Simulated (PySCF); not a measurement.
Successive ionisation energies of rhodium

Calculated with PySCF 2.14, two-component X2C-1e (Gaussian nucleus, no Breit or QED terms), each ion in its own even-tempered basis; GMP2 freezes the deep shells of the larger ions and drops the highest virtual spinors; eV.

| ion | configuration | GHF (spin-free) | GHF (screened spin-orbit) | GMP2 (screened spin-orbit) | NIST | kind |
| --- | --- | --- | --- | --- | --- | --- |
| Rh³⁶⁺ | [He] 2s2 2p5 | 5243.5 | 5200.7 | 5202.2 | 5203 ± 8 | semi-empirical |
| Rh³⁷⁺ | [He] 2s2 2p4 | 5427.3 | 5407.1 | 5406.8 | 5406 ± 11 | semi-empirical |
| Rh³⁸⁺ | [He] 2s2 2p3 | 5675.1 | 5602.2 | 5601.6 | 5600 ± 40 | semi-empirical |
| Rh³⁹⁺ | [He] 2s2 2p2 | 5865.3 | 5953.2 | 5955.5 | 5940 ± 7 | semi-empirical |
| Rh⁴⁰⁺ | [He] 2s2 2p1 | 6058.3 | 6171.5 | 6170.1 | 6161 ± 5 | semi-empirical |
| Rh⁴¹⁺ | [He] 2s2 | 6441.7 | 6441.7 | 6447.7 | 6444 ± 6 | semi-empirical |
| Rh⁴²⁺ | [He] 2s1 | 6627.7 | 6627.7 | 6627.9 | 6623.3 | theoretical |
| Rh⁴³⁺ | 1s2 | 27525.2 | 27525.2 | 27526.7 | 27487.0 | theoretical |
| Rh⁴⁴⁺ | 1s1 | 28336.2 | 28336.2 | 28336.2 | 28312.0 | theoretical |

**Question.** Where is the largest relative jump?

**Answer.** From Rh⁴²⁺ to Rh⁴³⁺: 6627.9 to 27526.7 eV, where the electron removed from 1s2 comes from a deeper shell or subshell.
